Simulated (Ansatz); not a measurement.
Cartesian coordinates in Å:
```
O -0.609 -2.549 0.619
C -0.149 -1.321 0.343
N 1.084 -1.031 0.432
Si 1.488 0.618 0.032
C -0.160 1.437 -0.406
Si -1.384 0.036 -0.206
H 0.159 -3.085 0.874
H 2.142 1.267 1.198
H 2.438 0.633 -1.112
H -0.385 2.265 0.271
H -0.157 1.828 -1.425
H -2.061 -0.361 -1.467
H -2.407 0.266 0.846
```

The species carries charge 0 and has multiplicity 1.

Question: List the PBE0/def2-TZVPP orbital energies in eV (Ansatz). (Best estimate.)

Answer: Ansatz gave: Occupied: -1802.74, -1802.67, -523.87, -390.80, -280.80, -277.99, -145.08, -144.96, -99.75, -99.73, -99.72, -99.63, -99.60, -99.60, -30.36, -24.91, -19.86, -17.88, -15.34, -14.95, -12.60, -12.49, -12.42, -11.88, -10.73, -9.92, -9.77, -9.61, -8.71, -8.09, -7.41. Lowest empty: -0.50, 0.32, 0.58, 1.09, 1.36, 1.43, 2.00, 2.22.
